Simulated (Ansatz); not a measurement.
Compare A (`BOC1CO1`) with its isomer B (`BOC(C)=O`).

Computed with Ansatz on PBE0-D4/def2-TZVP structures; ΔE is electronic, products minus reactants. CBS: MP2 limit from def2 TZ/QZ plus the TZ coupled-cluster correction, frozen cores. DFT in def2-TZVPP. B3LYP here is the variant with VWN-RPA as its local correlation; programs differ in this. Each species was taken in one conformer, which may not be the lowest.

A:

Z-matrix (Å, degrees):
```
C
O 1 1.386
O 1 1.386 2 115.3
C 1 1.454 2 122.0 3 69.7
H 1 1.087 2 111.4 3 -134.3
B 2 1.347 1 123.0 3 -119.2
H 4 1.086 1 118.6 2 -0.3
H 4 1.087 1 120.5 2 154.4
H 6 1.194 2 116.4 1 -178.6
H 6 1.200 2 120.4 1 1.2
```

B:

```xyz
10

B     1.940   -0.252    0.482
O     0.850    0.156   -0.229
C    -0.388   -0.430   -0.081
C    -1.477    0.532   -0.422
O    -0.524   -1.568    0.242
H     2.974    0.257    0.172
H     1.823   -1.038    1.371
H    -1.410    1.411    0.223
H    -2.445    0.052   -0.309
H    -1.344    0.879   -1.449
```

(1) Which is lower in electronic energy at CCSD(T)/CBS, and by how much? (Best estimate.)

(2) Give E(B) − E(A) in kcal/mol with ωB97M-V, B3LYP-D4, CCSD(T)/def2-TZVPP, BLYP-D4, LDA (SPW92), B3LYP, B2PLYP. (Best estimate.)

(3) Does the order hold for the free energy at 298.15 K (harmonic terms from PBE0-D4)? (Best estimate.)

Largest T1 diagnostic: 0.015.

## Answers

(1) The calculation gave: B, by 39.4 kcal/mol.

(2) Ansatz gave: ωB97M-V -39.3, B3LYP-D4 -41.3, CCSD(T)/def2-TZVPP -39.6, BLYP-D4 -41.6, LDA (SPW92) -35.2, B3LYP -41.3, B2PLYP -41.3. None reverses the order clearly.

(3) Computed: Yes: G(B) − G(A) = -40.9 kcal/mol, for one conformer each.

Leaving LDA and LC-ωPBE aside and taking each functional with its dispersion term where it has one, the values, not all of them listed here, spread over 4.1 kcal/mol, from BHLYP-D4 to PBE-D4. LDA lies +2.5 kcal/mol from PBE without D4. At CCSD(T), def2-SVP lies −3.2 kcal/mol from the extrapolated value and def2-TZVPP −0.2 kcal/mol.
